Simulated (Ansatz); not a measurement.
`BN/C=N/C=C` at its PBE0-D4/def2-TZVP geometry, where that method's forces vanish. The species carries charge 0 and has multiplicity 1.

```xyz
13

B    -0.3590   -2.2709    1.2940
N    -1.0457   -1.3503    0.4797
C    -0.5319   -0.2633   -0.2111
N     0.7037   -0.0326   -0.3222
C     1.1133    1.1422   -0.9334
C     0.6882    2.3669   -0.6258
H    -1.0101   -3.1431    1.7869
H     0.8100   -2.1502    1.4695
H    -2.0420   -1.4528    0.3661
H    -1.2903    0.3822   -0.6705
H     1.9002    1.0042   -1.6711
H    -0.0349    2.5338    0.1648
H     1.0983    3.2339   -1.1269
```

Problem. What forces (eV/Å) does ωB97M-V/def2-TZVPP give on these atoms in the Gaussian-basis code of Ansatz? (Estimate.)

Solution. Computed: 
```
B1   0.120 -0.110  0.110
N2  -0.220 -0.207  0.092
C3   0.125  0.323 -0.211
N4  -0.193 -0.389  0.261
C5   0.172  0.466 -0.251
C6   0.015 -0.040  0.003
H7   0.076  0.108 -0.060
H8  -0.153 -0.018 -0.024
H9   0.057 -0.007  0.013
H10  0.075 -0.036  0.035
H11 -0.089  0.017  0.056
H12  0.049 -0.030 -0.052
H13 -0.035 -0.078  0.029
```
